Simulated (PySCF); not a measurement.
Cu(OH2)4 (CuH8O4), SMILES [OH2]->[Cu+2](<-[OH2])(<-[OH2])<-[OH2] (connectivity only; charge and spin as stated), charge +2, multiplicity 2.

Geometry optimised at PBE0-D3(BJ)/def2-SVP. The multiplicity is an assumed one; other spin states were not compared. The isomer is the one that the SMILES or the coordinates give; other isomers of the formula were not compared.

Calculation: TDA-ωB97X/def2-SVPD (PySCF 2.14.0).

Vertical excitations; the highest root listed may be one member of a degenerate set. Isolated molecule, no solvent.

Computed UV-visible absorptions:
```json
[
 {"state": "root 1", "energy (eV)": "1.63", "λ (nm)": "759", "f": "0.000", "main pairs": "β HOMO−4→LUMO 97 %"},
 {"state": "root 2", "energy (eV)": "1.74", "λ (nm)": "711", "f": "0.000", "main pairs": "β HOMO−5→LUMO, β HOMO→LUMO (degenerate set)"},
 {"state": "root 3", "energy (eV)": "1.74", "λ (nm)": "711", "f": "0.000", "main pairs": "β HOMO−6→LUMO, β HOMO−1→LUMO (degenerate set)"},
 {"state": "root 4", "energy (eV)": "1.77", "λ (nm)": "700", "f": "0.000", "main pairs": "β HOMO−7→LUMO 65 %, β HOMO−3→LUMO 34 %"},
 {"state": "root 5", "energy (eV)": "4.34", "λ (nm)": "286", "f": "0.000", "main pairs": "β HOMO−2→LUMO 100 %"},
 {"state": "root 6", "energy (eV)": "4.65", "λ (nm)": "267", "f": "0.004", "main pairs": "β HOMO→LUMO, β HOMO−5→LUMO (degenerate set)"},
 {"state": "root 7", "energy (eV)": "4.65", "λ (nm)": "267", "f": "0.004", "main pairs": "β HOMO−1→LUMO, β HOMO−6→LUMO (degenerate set)"},
 {"state": "root 8", "energy (eV)": "4.95", "λ (nm)": "251", "f": "0.000", "main pairs": "β HOMO−3→LUMO 66 %, β HOMO−7→LUMO 33 %"},
 {"state": "root 9", "energy (eV)": "7.25", "λ (nm)": "171", "f": "0.131", "main pairs": "β HOMO−8→LUMO (degenerate set)"},
 {"state": "root 10", "energy (eV)": "7.25", "λ (nm)": "171", "f": "0.131", "main pairs": "β HOMO−9→LUMO (degenerate set)"}
]
```
Unrestricted roots are not spin-pure.
